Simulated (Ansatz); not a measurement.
Consider the atomization: `F[SiH2]B1CO[SiH2]1` → B• + C• + F• + 6 H• + O• + 2 Si•.

Isolated molecules relaxed with PBE0-D4/def2-TZVP in Ansatz; ΔE leaves out vibrations. CCSD(T)/CBS adds triple-zeta CCSD(T) − MP2 to the extrapolated MP2 energy (def2 sets, frozen cores). This one scheme is used for every species, atoms too. Functionals use def2-TZVPP. No spin–orbit coupling; open shells (•) take unrestricted orbitals. Spin–orbit coupling would lower the free atoms: a little for B, C, F, O, Si. One conformer a species, not always the lowest.

(1) What is ΔE at CCSD(T)/CBS? (Estimate.)

(2) What do these levels give: PBE-D4, revPBE-D4, CAM-B3LYP-D4, BLYP, MP2/def2-TZVPP, CCSD(T)/def2-TZVPP? (An estimate is asked.)

Largest T1 diagnostic among the species: 0.014.

## Answers

(1) The calculation gave: +44.82 eV.

(2) The calculation gave: PBE-D4 45.45, revPBE-D4 44.34, CAM-B3LYP-D4 45.05, BLYP 43.99, MP2/def2-TZVPP 44.42, CCSD(T)/def2-TZVPP 43.56 eV.

From PBE to PBE0 (25 % exact exchange), in def2-TZVPP and without D4, ΔE moves by −0.68 eV: exact exchange takes away binding that semilocal exchange gives to molecules. In def2-TZVPP, CCSD(T) changes the Hartree–Fock value by +10.43 eV (the triples alone add +0.63 eV) and MP2 by +11.29 eV; breaking electron pairs costs correlation energy, which Hartree–Fock lacks.

For atomizations the MP2-based limit and the directly extrapolated one differ by several kJ/mol either way, and by 10 to 25 for some Ge, Se and Sn compounds, so smaller differences from it don't rank the levels.
